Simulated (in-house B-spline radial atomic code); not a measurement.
Configurations of Mg4+, with energies counted from [He] 2s2 2p4. All numbers are computed (Dirac-Hartree-Fock, average of configuration; Fermi nucleus of rms radius 3.057 fm) with a radial B-spline atomic code at the basis-set limit, not measured. Energies include first-order Breit, QED and recoil terms.

Occupations are held fixed; configurations that lie above the ionisation limit could autoionise.

```json
{"configuration": "[He] 2s2 2p3 3s1", "E - E(ref) (eV)": "87.474", "highest orbital": "3s1/2", "its <r> (bohr)": "1.825"}
{"configuration": "[He] 2s2 2p3 3d1", "E - E(ref) (eV)": "104.92", "highest orbital": "3d5/2", "its <r> (bohr)": "1.946"}
{"configuration": "[He] 2s2 2p3 4f1", "E - E(ref) (eV)": "123.15", "highest orbital": "4f7/2", "its <r> (bohr)": "3.59"}
{"configuration": "[He] 2s2 2p3 6f1", "E - E(ref) (eV)": "134.97", "highest orbital": "6f7/2", "its <r> (bohr)": "9.58"}
{"configuration": "[He] 2s2 2p3 6g1", "E - E(ref) (eV)": "134.98", "highest orbital": "6g9/2", "its <r> (bohr)": "8.799"}
{"configuration": "[He] 2s1 2p4 4d1", "E - E(ref) (eV)": "156.4", "highest orbital": "4d5/2", "its <r> (bohr)": "3.996"}
{"configuration": "[He] 2s1 2p4 4f1", "E - E(ref) (eV)": "157.21", "highest orbital": "4f7/2", "its <r> (bohr)": "3.59"}
{"configuration": "[He] 2s1 2p4 5d1", "E - E(ref) (eV)": "164.44", "highest orbital": "5d5/2", "its <r> (bohr)": "6.646"}
{"configuration": "[He] 2s1 2p4 5f1", "E - E(ref) (eV)": "164.87", "highest orbital": "5f7/2", "its <r> (bohr)": "6.284"}
```

**Question.** Order these further configurations by energy, lowest first.
A. [He] 2s2 2p3 6d1
B. [He] 2s2 2p3 5s1
C. [He] 2s1 2p4 5g1
D. [He] 2s1 2p4 6g1
E. [He] 2s2 2p3 6s1

**Answer.** B (127.35 eV), E (133.04 eV), A (134.72 eV), C (164.89 eV), D (169.05 eV).

**Question.** How far above the reference does [He] 2s1 2p4 6d1 lie?

**Answer.** 168.79 eV; its least bound orbital is 6d5/2 with <r> = 9.895 bohr.

**Question.** How far above the reference does [He] 2s2 2p3 5g1 lie?

**Answer.** 130.82 eV; its least bound orbital is 5g9/2 with <r> = 5.5 bohr.

**Question.** How far above the reference does [He] 2s2 2p3 4s1 lie?

**Answer.** 115.98 eV; its least bound orbital is 4s1/2 with <r> = 3.61 bohr.
